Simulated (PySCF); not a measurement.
C2H5N3Si, SMILES C1C=N[SiH](N=1)N. Atoms are numbered in the order given.

```xyz
11

N     -2.0130     0.7633     0.2220
Si    -0.6206    -0.1918     0.4829
N      0.8415     0.8172     0.7877
C      1.6954     0.4336    -0.0775
C      1.2488    -0.6558    -1.0617
N      0.0587    -1.0916    -0.9325
H     -2.0102     1.5475    -0.4219
H     -2.9430     0.3793     0.3490
H     -0.8971    -1.1543     1.5750
H      2.7166     0.8513    -0.1339
H      1.9464    -1.0268    -1.8342
```

Coordinates come from a B3LYP-D3(BJ)/def2-SVP optimisation. The structure was generated by enumeration, and PubChem lists no compound with its InChIKey, so it may never have been made. One conformer was computed; it need not be the lowest.

These are HF/def2-TZVP (PySCF) values and carry that method's errors.

ESP charges are fitted to the potential on shells at 1.4 to 2.0 van der Waals radii. Atomic charges (e):

```csv
atom,ESP fit,IAO
N1,…,-0.90
Si2,1.28,1.41
N3,-0.66,-0.61
C4,0.18,0.04
C5,0.24,0.04
N6,-0.72,-0.61
H7,0.47,0.27
H8,0.42,0.28
H9,…,-0.19
H10,…,0.13
H11,…,0.13
```

Problem. Complete the blanks. (The exact figures need the calculation; the answer reports its results.)

Solution. 
- N1, ESP fit: -1.21
- H9, ESP fit: -0.18
- H10, ESP fit: 0.09
- H11, ESP fit: 0.08

Problem. Give the Mayer and Wiberg (Löwdin basis) orders of the bonds. (Estimate from the structure and the level; the computed values follow.)

Solution. 
```tsv
bond	Mayer	Wiberg
N1–Si2	1.13	1.53
Si2–N3	0.94	1.12
N3–C4	1.94	2.34
C4–C5	0.95	1.16
Si2–N6	0.92	1.11
C5–N6	1.96	2.35
N1–H7	0.91	0.96
N1–H8	0.91	0.96
Si2–H9	0.98	0.91
C4–H10	0.96	0.88
C5–H11	0.96	0.88
```
